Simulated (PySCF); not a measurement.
**Electronic structure of B(3+) (boron, charge +3) at the UHF level**

Configuration: 1s2, closed-shell 1S. All numbers are calculated (PySCF 2.14, the non-relativistic Hamiltonian (point nucleus), in def2-SVP (3s2p1d, 14 functions)).

| Quantity | Value |
| --- | --- |
| Total energy | -21.976057 hartree |
| One-electron energy | -24.8626 hartree |
| Hartree (Coulomb) energy | 5.7731 hartree |
| Exchange energy | -2.8866 hartree |
| Kinetic energy | 21.67407 hartree |
| ⟨S²⟩ | 0.0000 |
| ⟨L²⟩ | 0.000 |
| Sum of ⟨r⟩ | 0.6515 bohr |
| Sum of ⟨r²⟩ | 0.2850 bohr² |
| Density at the nucleus (Gaussians lack the cusp) | 61.2 bohr⁻³ |
| Langevin diamagnetic susceptibility | -0.226 ×10⁻⁶ cm³/mol |
| Time after the integrals | 0.04 s of wall time on 1 thread of AMD EPYC 7R43 64-Core Processor (shared host) |

```tsv
shell	electrons	mean orbital energy (hartree)	rms radius, mean of both spins (bohr)
1s	2	-9.54475	0.377
```
